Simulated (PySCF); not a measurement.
# Assigning NMR signals

Atoms are numbered as in `[CH3:1][O:2]/[C:3]([C:4]#[N:5])=[CH:6]/[O:7][SiH2:8][CH3:9]`. Hydrogens are named by the atom that carries them.

All values are calculated (PySCF 2.14): structure optimised with GFN2-xTB, NMR shieldings at PBE0/pcSseg-1/GIAO. One averaged value for each set of equivalent atoms, single conformer, non-relativistic Hamiltonian, isolated molecule.

Scale: 13C (186.93 ppm) and 1H (31.72 ppm) against TMS (reference shieldings calculated alike).

Question: Assign these signals to the numbered atoms. 13C{1H} NMR (computed): δ 154.3 (CH), 124.6 (C), 119.6 (C), 58.0 (CH3), -1.5 (CH3).

Answer: 
| δ (ppm) | atoms | environment | reason |
| --- | --- | --- | --- |
| 154.3 | C6 | alkene carbon bearing oxygen | an sp2 carbon further deshielded by the attached heteroatom |
| 124.6 | C3 | alkene carbon bearing oxygen | – |
| 119.6 | C4 | nitrile carbon | typical of a nitrile |
| 58.0 | C1 | methyl carbon bonded to O | deshielded by the electronegative neighbour |
| -1.5 | C9 | methyl carbon bonded to Si | an electropositive neighbour leaves it electron-rich and shielded |

Question: Assign these signals to the numbered atoms. 1H NMR (500 MHz, computed): δ 7.29 (s, 1H), 5.59 (q, 2H), 3.80 (s, 3H), 0.31 (t, 3H).

Answer: 
```tsv
δ (ppm)	atoms	environment	reason
7.29	H(C6)	hydrogen on an alkene carbon bearing oxygen	attached to an sp2 carbon and in the plane of the double bond
5.59	H(Si8)	hydrogen on a silicon bonded to C, O	–
3.80	H(C1)	hydrogen on a methyl carbon bonded to O	its carbon carries O, hence the downfield position
0.31	H(C9)	hydrogen on a methyl carbon bonded to Si	an electropositive neighbour shields it, as in TMS itself
```

Shifts are as computed. Against solution values, carbons near 30 ppm lie about +3 ppm off and those near 130 ppm about +5 ppm. Of 1309 compounds with measured shifts, 239 miss one by over three times the rms of a fit or turn the order of signals round; such compounds aren't used in these exercises. No couplings were computed; multiplicities are counted from neighbouring protons, with m where these are inequivalent, close in shift, in a saturated or five-membered ring or joined by F or P, and br s for small geminal =CH2 splittings.
